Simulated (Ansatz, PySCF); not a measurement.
Reaction (SMILES): C=CC + 3 [H][H] (H2) -> 3 C (CH4)
Structures are relaxed separately at B3LYP-D3(BJ)/def2-TZVP in Ansatz (a first-principles code).

Quantity: energy of full hydrogenation (0 K, with B3LYP-D3(BJ) harmonic zero-point energies from PySCF), in kcal/mol. Cores are frozen in the correlated levels unless marked. No spin-orbit coupling. Non-relativistic. CBS(X,Y): correlation extrapolated as X^-3; Hartree-Fock from the larger set. The bracket is a focal-point correction in the basis named.

| level | program | energy of full hydrogenation (kcal/mol) | minus last row |
|---|---|---|---|
| TPSS/def2-TZVPD | PySCF | -53.9 | 2.2 |
| MP2/6-31G | Ansatz | -52.3 | 3.8 |
| MP2/6-31G* | Ansatz | -53.9 | 2.2 |
| MP2/cc-pVDZ | Ansatz | -57.0 | -0.9 |
| MP2/cc-pVTZ | Ansatz | -57.2 | -1.1 |
| SCS-MP2/6-31G* | Ansatz | -55.0 | 1.1 |
| RI-MP2/CBS(aug-cc-pVTZ,aug-cc-pVQZ)+[CCSD(T)-MP2]/aug-cc-pVTZ | Ansatz | -56.1 | 0.0 |
